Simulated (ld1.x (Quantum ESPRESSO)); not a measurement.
## u(r) = r·R(r): atom against pseudo-atom (Fe)

Columns: radius, all-electron u(r) and pseudo u(r) of the 3p shell (level -61.05 eV) of iron in the configuration [Ne] 3s2 3p6 3d6 4s1.5 4p0.5; BP86, scalar-relativistic, PAW scheme, ld1.x (Quantum ESPRESSO) 7.5.

```json
{"r (bohr)": "0.140", "all-electron": "0.6087", "pseudo": "-0.0298"}
{"r (bohr)": "0.280", "all-electron": "0.0974", "pseudo": "-0.1134"}
{"r (bohr)": "0.420", "all-electron": "-0.6199", "pseudo": "-0.2342"}
{"r (bohr)": "0.560", "all-electron": "-1.0389", "pseudo": "-0.3688"}
{"r (bohr)": "0.700", "all-electron": "-1.1635", "pseudo": "-0.4921"}
{"r (bohr)": "0.840", "all-electron": "-1.1091", "pseudo": "-0.5826"}
{"r (bohr)": "0.980", "all-electron": "-0.9731", "pseudo": "-0.6268"}
{"r (bohr)": "1.120", "all-electron": "-0.8136", "pseudo": "-0.6212"}
{"r (bohr)": "1.260", "all-electron": "-0.6600", "pseudo": "-0.5726"}
{"r (bohr)": "1.400", "all-electron": "-0.5248", "pseudo": "-0.4949"}
{"r (bohr)": "1.540", "all-electron": "-0.4115", "pseudo": "-0.4052"}
{"r (bohr)": "1.680", "all-electron": "-0.3195", "pseudo": "-0.3191"}
{"r (bohr)": "1.820", "all-electron": "-0.2463", "pseudo": "-0.2463"}
{"r (bohr)": "1.960", "all-electron": "-0.1889", "pseudo": "-0.1889"}
{"r (bohr)": "2.100", "all-electron": "-0.1442", "pseudo": "-0.1442"}
{"r (bohr)": "2.240", "all-electron": "-0.1098", "pseudo": "-0.1098"}
{"r (bohr)": "2.380", "all-electron": "-0.0833", "pseudo": "-0.0833"}
{"r (bohr)": "2.520", "all-electron": "-0.0631", "pseudo": "-0.0631"}
{"r (bohr)": "2.660", "all-electron": "-0.0477", "pseudo": "-0.0477"}
{"r (bohr)": "2.800", "all-electron": "-0.0360", "pseudo": "-0.0360"}
{"r (bohr)": "2.940", "all-electron": "-0.0271", "pseudo": "-0.0271"}
{"r (bohr)": "3.080", "all-electron": "-0.0204", "pseudo": "-0.0204"}
{"r (bohr)": "3.220", "all-electron": "-0.0154", "pseudo": "-0.0154"}
{"r (bohr)": "3.360", "all-electron": "-0.0116", "pseudo": "-0.0116"}
{"r (bohr)": "3.500", "all-electron": "-0.0087", "pseudo": "-0.0087"}
{"r (bohr)": "3.640", "all-electron": "-0.0065", "pseudo": "-0.0065"}
```

Problem. How many radial nodes do the two functions have?

Solution. The all-electron 3p function has n − l − 1 = 1; the pseudo-wave has 0, since the states of the same l below it are removed with the core.

Problem. At about which radius was the pseudo-wave matched?

Solution. 1.85 bohr. The columns agree to 0.0005 from 1.68 bohr on; several derivatives are matched, so the curves merge somewhat inside the radius.

Problem. Where does each function peak?

Solution. Outermost all-electron maximum near 0.70 bohr, pseudo maximum near 0.98 bohr (to the table’s step).

Problem. Is the pseudo-wave norm-conserving?

Solution. No, it belongs to a PAW set: the norm inside the radius is not constrained, and the difference is carried by the augmentation charge.
